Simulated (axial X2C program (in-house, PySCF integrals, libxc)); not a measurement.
## Potential curves of BAs, with spin–orbit coupling

All values were computed with an in-house all-electron X2C program for linear molecules (integrals from PySCF). Two-component (2c) means X2C with spin–orbit coupling and atomic mean-field two-electron Coulomb and Gaunt terms. Basis: As dyall-cv3z [9s9p6d4f1g], B dyall-v3z [7s6p2d1f] (cores contracted in-house); Gaussian nuclei, density fitting, unrestricted open shells. Masses: As 74.922 u, B 11.009 u.

State: Ω = 2 (⟨Sz⟩ = 1.00, ⟨Lz⟩ = 1.00 at PBE0). Energies in eV from the fragments at the same level (As + B). Fits are polynomials in 1 − R0/R over 0.85 to 1.23 times the lowest point R0.

| R (Å) | PBE0 |
| --- | --- |
| 1.6034 | -2.0862 |
| 1.6771 | -2.6640 |
| 1.7324 | -2.9148 |
| 1.7877 | -3.0454 |
| 1.8430 | -3.0821 |
| 1.9075 | -3.0351 |
| 1.9720 | -2.9175 |
| 2.0549 | -2.6973 |
| 2.1563 | -2.3689 |
| 2.3037 | -1.8571 |

Occupations by symmetry block were frozen at the best pattern of an incomplete PBE0 search. Dissociation energies refer to the lowest single-determinant-based atoms at the same level and basis. Density functionals use the spin component along the axis (collinear). The 2c atoms are single determinants rather than J levels; their spin–orbit lowering is only partly caught, and De is too large by that part. This holds for PBE0. PBE0 can misorder states that lie within some tenths of an eV, so this need not be the ground state of the molecule. The nearest other 2c determinant of the search, Ω = 1, lies 0.14 eV up at the distance of the search. The functionals have no current-density term, which raises determinants with orbital currents, atoms included. With several unpaired electrons one determinant need not be a pure state. Open-shell Ω = 0 determinants with evenly filled partner blocks cannot be reached by this program, so the Ω shown need not be the lowest component.

Q: What are Re, ωe and De at the PBE0 level?

A: At PBE0, 2c: Re = 1.841 Å, ωe ≈ 820 cm⁻¹, De = 3.08 eV to As + B; Be follows as 0.518 cm⁻¹.
